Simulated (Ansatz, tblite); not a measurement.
Cost and result up the ladder for Ca10O12H4, a hydroxylated oxide cluster (26 atoms). Total charge 0; singlet. Geometry: PBE-D4/def2-SVP.

```xyz
26

Ca   -0.6083   -0.8872   -0.2187
Ca    0.7862   -2.7058    2.5314
Ca   -0.1044    0.2876    3.1351
Ca    1.9470    1.3450    0.7183
Ca    2.8396   -1.6819    0.2641
Ca   -2.2839   -1.8450    2.3186
Ca    0.5774   -3.8214   -0.4408
Ca    1.7700    0.0579   -2.2340
Ca   -1.3436    2.1286    0.6395
Ca   -1.0712    1.6708   -2.5218
O    -2.1620    3.1512   -1.1909
O     0.3573    2.4798    2.2144
O     0.2245    1.2432   -0.7524
O     0.6594    1.2640   -3.8603
O    -1.7413    0.1869    1.5912
O    -1.9916   -0.2578   -1.9598
O     3.2255    0.3181   -0.6557
O     1.4473   -0.5873    1.7834
O     1.1709   -1.8924   -1.3080
O    -0.7638   -1.6755    3.7797
O    -0.9164   -2.8774    0.9298
O     2.0869   -3.6442    1.0198
H    -2.8641    3.8010   -1.3524
H     0.5535    3.3090    2.6843
H     0.9155    1.4251   -4.7817
H    -2.7106   -0.7922   -2.3333
```

Ansatz on 2 threads of AMD EPYC 7R13 on a shared host and a share (18 GiB) of an NVIDIA H100 80GB HBM3; xTB runs through tblite on one thread. Times are rough, summed over both states, and most runs start from the orbitals of an earlier one. No level here is sound enough to serve as a yardstick. The other state is a doublet.

The xTB rows come from tblite. Single mean-field runs in def2-TZVP are fitted with def2-universal-jkfit. HOMO above LUMO, or a gap near zero within one spin, warns that the state may not be the lowest or that an electron is smeared out.

Raw xTB energies of ions are shifted by several eV.

```
                            level  functions  wall time  vertical IE (eV)                                     remarks
                         GFN1-xTB        146     0.33 s              7.31                                           –
                         GFN2-xTB        142      2.1 s             12.00                                           –
revPBE-D4/def2-TZVP (with forces)        756       24 s              5.72  gap within one spin near zero (+1 doublet)
                 PBE-D4/def2-TZVP        756       26 s              5.81  gap within one spin near zero (+1 doublet)
```
